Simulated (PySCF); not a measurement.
## Spinor energies of Gd⁶⁰⁺ (gadolinium, charge +60)

Start: [He] 2s2. Calculated with PySCF 2.14 in an uncontracted even-tempered set (17 s from 10 bohr⁻², ratio 2.6; 13 p from 13 bohr⁻², ratio 2.6; 7 d from 14 bohr⁻², ratio 2.8; 4 f from 260 bohr⁻², ratio 2.8): generalised Hartree-Fock with the X2C-1e Hamiltonian and a Gaussian nucleus; spin-orbit coupling (SO) screened by Boettger's factors.

| spinor shell | electrons | ε, screened SO (eV) | weight of nominal j (screened SO) | rms radius, screened SO (bohr) |
| --- | --- | --- | --- | --- |
| 1s1/2 | 2 | -57154.0 | 1.000 | 0.0248 |
| 2s1/2 | 2 | -13959.5 | 1.000 | 0.0959 |

| quantity | screened SO |
| --- | --- |
| E (hartree) | -5337.74181 |
| M_J | 0 |
| ⟨J²⟩ | 0.000 |
| ⟨L²⟩ | 0.000 |
| ⟨S²⟩ | 0.000 |

Breit and QED terms are absent; they matter most for the inner s and p1/2 levels.

Densities and radii are taken from the X2C orbitals without a picture-change correction, which distorts them close to the nucleus.
